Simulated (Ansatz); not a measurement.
A structure relaxed at r2SCAN-D4/def2-TZVPD in Ansatz, charge -1, doublet:

| atom | x (Å) | y (Å) | z (Å) |
| --- | --- | --- | --- |
| Hf1 | -0.040 | 0.477 | -0.676 |
| O2 | 1.133 | -0.660 | -1.455 |
| O3 | 0.027 | 0.506 | 1.324 |
| O4 | -1.120 | -0.323 | 0.807 |

(1) Give its formula and point group.

(2) Summarise the bond lengths by kind (pairs closer than 1.2 times the sum of covalent radii, bridged metal pairs left out).

Results:

(1) HfO₃⁻. Point group Cs (tolerance 0.1 Å).

(2) 3 × Hf–O 1.81 to 2.00 Å; 1 × O–O 1.51 Å. The metal has 3 neighbours: O 1.81 Å, O 2.00 Å, O 2.00 Å.

In the def2 sets Hf takes a core potential; there is no spin–orbit coupling. The structure holds 1 bond(s) between oxygen atoms. The highest occupied level of the charge -1 doublet lies above zero (up to 0.15 eV). It is a level of α spin, whose loss leaves a singlet; that state wasn't run at this geometry and level. The electron is either unbound and held by the finite basis, or the level is raised by self-interaction error. The relaxation made no stability test and no search for a lower SCF solution. No other spin state of charge -1 was run. Another isomer (doublet) lies 0.98 eV lower at PBE0-D4/def2-TZVPD; other spin states weren't run for this one.
